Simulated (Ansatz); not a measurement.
Consider the redistribution: `C=C[Si](O)(O)[SiH3]` + `C[CH2][SnH2][F]` → `C=C[Si](O)(O)F` + `C[CH2][SnH2][SiH3]`.

Computed with Ansatz on PBE0-D4/def2-TZVP structures; ΔE is electronic, products minus reactants. CCSD(T)/CBS is the MP2 limit (def2-TZVPP, def2-QZVPP) plus CCSD(T) − MP2 in def2-TZVPP, frozen cores. DFT in def2-TZVPP. B3LYP here is the variant with VWN-RPA as its local correlation; programs differ in this. Elements past krypton have def2 core potentials. For Sn outer-core shells are correlated without core-valence functions, which leaves a few kJ/mol of doubt a bond. Each species was taken in one conformer, which may not be the lowest.

```
             level  ΔE (kJ/mol)  difference from CCSD(T)/CBS
            PBE-D4       -119.9                         18.4
         r2SCAN-D4       -132.3                          6.0
           PBE0-D4       -132.2                          6.1
          B3LYP-D4       -130.1                          8.2
           ωB97X-V       -128.1                         10.2
               PBE       -120.0                         18.3
            r2SCAN       -132.3                          6.0
              PBE0       -132.3                          6.0
    MP2/def2-TZVPP       -146.7                         -8.4
SCS-MP2/def2-TZVPP       -141.3                         -3.0
   CCSD/def2-TZVPP       -144.9                         -6.6
CCSD(T)/def2-TZVPP       -142.0                         -3.7
     HF/def2-QZVPP       -144.9                         -6.6
    MP2/def2-QZVPP       -144.1                         -5.8
SCS-MP2/def2-QZVPP       -139.0                         -0.7
      HF/CBS(def2)       -144.7                         -6.4
       CCSD(T)/CBS       -138.3                            0
```

Largest T1 diagnostic among the species: 0.013.

From PBE to PBE0 (25 % exact exchange), in def2-TZVPP and without D4, ΔE moves by −12.3 kJ/mol.
